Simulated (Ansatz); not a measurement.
Wavefunction ladder for `N=C([SiH3])Cl`

Cartesian coordinates in Å:
```
N -0.567 1.108 1.234
C 0.066 0.687 0.244
Si -0.063 -1.077 -0.432
Cl 1.201 1.701 -0.691
H -0.382 2.084 1.465
H 1.291 -1.678 -0.389
H -0.529 -0.988 -1.837
H -1.018 -1.836 0.406
```

Charge 0, multiplicity 1. All single points use the PBE0-D4/def2-TZVP geometry. It is one conformer, not always the lowest. Frozen core, restricted reference, the Gaussian-basis code of Ansatz. CBS rows extrapolate triple and quadruple zeta; past MP2 they add the triple-zeta difference.

```tsv
basis	HF (Eh)	MP2 corr.
def2-SVP	-842.74290	-0.52915
def2-TZVPP	-843.11621	-0.67565
def2-QZVPP	-843.14215	-0.72884
```

Estimate the CCSD correlation energy and the (T) correction in each basis where they were run (hartree).


```json
{"basis": "def2-SVP", "CCSD corr.": "-0.57372", "(T)": "-0.01899"}
{"basis": "def2-TZVPP", "CCSD corr.": "-0.71804", "(T)": "-0.03312"}
{"basis": "CBS(def2)", "CCSD corr.": "-0.81063", "(T)": "as TZ"}
```
